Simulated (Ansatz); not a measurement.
Computed with Ansatz on PBE0-D4/def2-TZVP structures; ΔE is electronic, products minus reactants. CCSD(T)/CBS adds triple-zeta CCSD(T) − MP2 to the extrapolated MP2 energy (def2 sets, frozen cores). This one scheme is used for every species. DFT in def2-TZVPP. B3LYP here is the variant with VWN-RPA as its local correlation; programs differ in this. No spin–orbit coupling; open shells (•) take unrestricted orbitals. For Se outer-core shells are correlated without core-valence functions, which leaves a few kJ/mol of doubt a bond. Scalar relativity is left out up to krypton.

Consider the hydrogen abstraction from the Se–H bond: H₂Se + `[SiH3]`• → `[SeH]`• + SiH₄.

```csv
level,ΔE (kJ/mol),difference from CCSD(T)/CBS
B3LYP-D4,-46.0,-3.4
B3LYP,-46.5,-3.9
r2SCANh,-34.7,7.9
MP2/def2-SVP,-44.3,-1.7
CCSD(T)/def2-SVP,-48.3,-5.7
HF/def2-TZVPP,-70.7,-28.1
SCS-MP2/def2-TZVPP,-49.8,-7.2
CCSD/def2-TZVPP,-48.5,-5.9
CCSD(T)/def2-QZVPP,-43.7,-1.1
MP2/CBS(def2),-37.7,4.9
CCSD(T)/CBS,-42.6,0
```

Largest T1 diagnostic among the species: 0.015.

From BLYP to BHLYP (50 % exact exchange), in def2-TZVPP and without D4, ΔE moves by −15.1 kJ/mol. Leaving LDA and LC-ωPBE aside and taking each functional with its dispersion term where it has one, the values, not all of them listed here, spread over 27.8 kJ/mol, from BHLYP-D4 to PBE-D4. LDA lies +12.9 kJ/mol from PBE without D4.
